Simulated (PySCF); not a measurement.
Radial density of Fe (iron, neutral)

HSE06, [Ar] 3d6 4s2, high-spin 5D determinant. Computed with PySCF 2.14 in aug-cc-pVDZ-DK (7s6p4d2f, 59 functions), with scalar relativity by spin-free X2C-1e.

| r (bohr) | 4πr²ρ (e/bohr) | 4πr²(ρα − ρβ) |
| --- | --- | --- |
| 0.00104 | 0.2284 | 0.0000 |
| 0.00175 | 0.5761 | 0.0001 |
| 0.00294 | 1.423 | 0.0001 |
| 0.00494 | 3.389 | 0.0003 |
| 0.00830 | 7.595 | 0.0007 |
| 0.0140 | 15.28 | 0.0014 |
| 0.0235 | 25.51 | 0.0023 |
| 0.0395 | 31.42 | 0.0028 |
| 0.0665 | 26.62 | 0.0058 |
| 0.112 | 26.17 | 0.0416 |
| 0.188 | 34.99 | 0.2701 |
| 0.316 | 19.82 | 1.2590 |
| 0.532 | 14.32 | 3.1702 |
| 0.895 | 14.05 | 3.3105 |
| 1.51 | 3.810 | 1.3826 |
| 2.53 | 1.147 | 0.2308 |
| 4.26 | 0.3144 | -0.0166 |
| 7.16 | 0.01491 | -0.0039 |
| 12.0 | 4.837e-05 | 0.0000 |

Densities and radii are taken from the X2C orbitals without a picture-change correction, which distorts them close to the nucleus.

**Question.** Where is the radial spin density 4πr²(ρα − ρβ) most negative, and why is it negative at all?

**Answer.** Around r = 4.26 bohr, down to -0.0166 e/bohr: exchange with the open shell polarises the paired shells in an unrestricted calculation.
